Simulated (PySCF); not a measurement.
S⁺ (sulfur, charge +1) across methods

[Ne] 3s2 3p3, high-spin 4S determinant. Computed with PySCF 2.14 in aug-cc-pwCVDZ (6s5p3d, 36 functions), with no relativity, point nucleus.

```tsv
method	E (hartree)	mean ε 3s α (eV)	mean ε 3s β (eV)	mean ε 3p α (eV)	Σ⟨r²⟩ (bohr²)	⟨S²⟩
CAM-B3LYP	-397.7366	-32.871	-28.451	-20.778	20.85	3.750
PBE	-397.5521	-28.740	-25.320	-17.933	20.84	3.750
B97-3	-397.6759	-31.397	-26.932	-19.405	20.82	3.751
BLYP	-397.7302	-28.421	-25.466	-17.610	20.86	3.751
LDA	-396.3363	-28.644	-25.581	-17.921	20.89	3.750
UHF	-397.16029	-38.476	-29.105	-23.466	20.98	3.751
revPBE	-397.6565	-28.737	-25.214	-17.915	20.82	3.750
PBE0	-397.5886	-31.370	-26.659	-19.498	20.80	3.750
r2SCAN	-397.6994	-29.907	-25.331	-18.487	20.81	3.750
```
